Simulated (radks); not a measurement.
Ni III, configuration [Ar] 3d8. All-electron calculation, non-relativistic Kohn-Sham, LDA (Slater exchange, Perdew-Wang correlation), spin-polarised, spherical densities, point nucleus; open shells are filled with parallel spins first; hard spherical wall at 2 bohr. Program: a radial shooting solver on a logarithmic mesh with Libxc functionals.

Local quantities along the radius. ELF = 1/(1 + alpha^2) is the electron localisation function; alpha = (tau - tau_W)/tau_unif compares the Pauli kinetic energy density with that of the uniform gas (summed over spins).

r (bohr),ELF,alpha
0.003142,1.000,0.01656
0.0039,1.000,0.01753
0.004879,1.000,0.01888
0.006104,1.000,0.02071
0.007636,0.999,0.02326
0.009553,0.999,0.02690
0.01195,0.999,0.03230
0.01483,0.998,0.04024
0.01856,0.997,0.05348
0.02322,0.994,0.07625
0.02905,0.986,0.1183
0.03634,0.961,0.2018
0.04546,0.875,0.3776
0.05688,0.647,0.7381
0.07059,0.379,1.279
0.08831,0.283,1.594
0.1105,0.400,1.224
0.1382,0.644,0.7435
0.1729,0.791,0.5147
0.2164,0.794,0.5100
0.2685,0.600,0.8162
0.3359,0.257,1.700
0.4203,0.244,1.759
0.5258,0.550,0.9039
0.6578,0.750,0.5776
0.823,0.770,0.5470
1.021,0.686,0.6761
1.278,0.478,1.044
1.599,0.164,2.259

On this mesh the ELF has minima near r = 0.088, 0.38 bohr, which separate the shells, and maxima near 0.19 (0.81), 0.74 (0.77).
